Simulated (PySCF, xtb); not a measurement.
C2Cl3, SMILES Cl[C]=C(Cl)Cl (connectivity only; charge and spin as stated), charge +1, multiplicity 1.

Harmonic wavenumbers (cm⁻¹) from GFN2-xTB in xtb at its own minimum, in rising order: 64, 172, 202, 316, 387, 453, 651, 880, 1802.

Q: What does PySCF with PBE0-D3(BJ)/def2-SVP give at its own minimum? (An estimate is asked for; the answer gives what the named calculation found.)

A: 74, 158, 244, 453, 486, 493, 954, 974, 1866. Paired by order, the mean absolute difference is 89 cm⁻¹ and the zero-point energies are 7.0 and 8.2 kcal/mol.
